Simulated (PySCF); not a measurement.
## Stretching PbBr

Set-up: basis Pb def2-SVP with ECP60, Br def2-SVP; scalar-relativistic core potentials; PySCF 2.14. Energies in eV from Pb + Br in their ground configurations at the same level. State: ²Π (doublet), unpaired electrons π ↑.

```
R (Å)    PBE0     PBE  UHF-CCSD
2.269  -2.335  -2.450          
2.374  -2.925  -3.061    -2.326
2.480  -3.240  -3.398    -2.675
2.559  -3.348  -3.521    -2.803
2.638  -3.377  -3.564    -2.848
2.717  -3.345  -3.547    -2.829
2.823  -3.237  -3.456    -2.732
2.955  -3.033  -3.274    -2.538
3.113  -2.735  -3.002    -2.244
3.324  -2.311  -2.612
```

Task: Put a parabola through the three lowest points of the PBE0 curve and estimate Re, k and ωe (reduced mass 57.21 u; 1 eV/Å² = 0.16022 mdyn/Å; ωe = 1302.8·√(k/μ) cm⁻¹).

Result: Through R = 2.559, 2.638, 2.717 Å the second-order coefficient is 4.89 eV/Å², so Re ≈ 2.636 Å, k ≈ 1.57 mdyn/Å and ωe ≈ 216 cm⁻¹. A polynomial fit of higher order to the unrounded PBE0 energies gives Re = 2.632 Å, k = 1.56 mdyn/Å, ωe = 215 cm⁻¹; anharmonicity and rounding make the difference.

The higher-order fit for each curve: PBE0: Re = 2.632 Å, ωe = 215 cm⁻¹, De = 3.38 eV; PBE: Re = 2.651 Å, ωe = 208 cm⁻¹, De = 3.57 eV; UHF-CCSD: Re = 2.650 Å, ωe = 213 cm⁻¹, De = 2.85 eV.

Correlated steps freeze 13 core orbitals. Correlated levels converge slowly with the basis: in double zeta they bind strong bonds too weakly, by up to about 1 eV, and carry superposition errors of some tenths. Spin–orbit coupling is left out, which matters for elements this heavy, above all for dissociation energies. The state is the lowest determinant that a PBE0 search found; another state may lie lower at other levels.
